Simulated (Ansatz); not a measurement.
Process, species as SMILES: FB([B]F)F → 2 B atom + 3 F atom
B3LYP-D3(BJ)/def2-TZVP geometries, fixed; electronic energies without zero-point terms.
Largest species:
```xyz
5

B     -0.9299     0.3625    -0.5236
F     -2.1974     0.2522    -0.2924
B      0.5496    -0.0774     0.0956
F      1.1760    -1.1628    -0.3474
F      1.2327     0.7523     0.8776
```
Charge 0, spin multiplicity 2.

Basis-set convergence of the atomisation energy at MP2 with Ansatz (an electronic-structure program). All functions are spherical. Cores are frozen. Species with rotatable bonds are taken in one conformer. Open shells are unrestricted. No added dispersion term, no relativity. Functions are those of the species that has most. Reference: Hartree-Fock in cc-pVQZ plus the correlation part extrapolated as X^-3 from cc-pVTZ and cc-pVQZ, 556.42 kcal/mol, itself unsure by roughly 1.85 kcal/mol (a third of the extrapolation step and of the last Hartree-Fock step). Deviations are taken from unrounded values.

```tsv
basis	functions	atomisation energy (kcal/mol)	minus reference (kcal/mol)
6-31G	45	455.39	-101.03
pcseg-0	45	472.81	-83.62
def2-SVP	70	536.40	-20.02
pcseg-1	70	520.99	-35.44
6-311G**	90	519.15	-37.27
def2-SVPD	109	535.40	-21.02
aug-cc-pVDZ	115	512.72	-43.71
aug-pcseg-1	115	529.98	-26.44
6-311++G(2d,2p)	135	532.58	-23.84
cc-pVTZ	150	544.31	-12.11
pcseg-2	150	546.81	-9.61
6-311++G(3df,3pd)	195	548.70	-7.72
jun-cc-pV(T+d)Z	195	543.78	-12.64
aug-cc-pVTZ	230	546.09	-10.33
cc-pVQZ	275	551.65	-4.78
def2-QZVPP	285	551.09	-5.34
pcseg-3	300	554.13	-2.30
def2-QZVPPD	324	551.14	-5.28
```
